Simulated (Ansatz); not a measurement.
Relaxation of B2H4OZn (8 atoms, charge 0, multiplicity 1), to a largest force component of 0.015 eV/Å in at most 40 steps.

All numbers below come from RKS PBE0/def2-SVPD in Ansatz.

```xyz
8
Properties=species:S:1:pos:R:3
B -0.413 1.176 -0.615
O 0.638 1.005 0.307
B 0.881 2.363 0.762
Zn 2.470 3.670 -0.218
H -0.236 1.474 -1.776
H -1.579 1.225 -0.240
H 0.349 2.755 1.779
H 1.397 3.912 -0.673
```

Question: Where does it end, and by what steps?

Answer: The forces met the threshold. After 26 steps the energy has fallen by 5.556 eV; H8 moved furthest, 1.90 Å. The start is strongly strained (largest force component 11 eV/Å).

```
step  energy less start (eV)  largest force component (eV/Å)  accepted
   0                  0.0000                          10.600       yes
   1                 -2.4190                           3.637       yes
   2                 -3.4608                           1.999       yes
   3                 -3.7591                           1.377       yes
   4                 -3.9746                           0.641       yes
   5                 -4.1678                           0.617       yes
   6                 -4.3903                           0.519       yes
   7                 -4.6027                           0.710       yes
   8                 -4.8145                           0.386       yes
   9                 -4.9763                           0.354       yes
  10                 -5.1105                           0.217       yes
  11                 -5.2073                           0.178       yes
  12                 -5.2808                           0.143       yes
  13                 -5.3265                           0.417       yes
  14                 -5.3205                           0.746        no
  15                 -5.3596                           0.157       yes
  16                 -5.3765                           0.139       yes
  17                 -5.3966                           0.149       yes
  18                 -5.4206                           0.430       yes
  19                 -5.4330                           0.793       yes
  20                 -5.5269                           0.308       yes
  21                 -5.5502                           0.188       yes
  22                 -5.5508                           0.182       yes
  23                 -5.5421                           0.116        no
  24                 -5.5554                           0.027       yes
  25                 -5.5554                           0.044       yes
  26                 -5.5556                           0.006       yes
```

```xyz
8
Properties=species:S:1:pos:R:3
B -0.853 0.954 -0.627
O 0.047 1.696 0.017
B 0.942 2.404 0.720
Zn 1.988 4.008 -0.118
H -0.475 -0.028 -1.219
H -2.010 1.298 -0.602
H 1.089 2.039 1.873
H 2.779 5.209 -0.720
```

Whether the end is a true minimum wasn't checked by a vibrational analysis.

Time of the run: 100 s on 2 threads of Arm Neoverse V1, with other jobs on the host, peak memory 0.31 GiB.
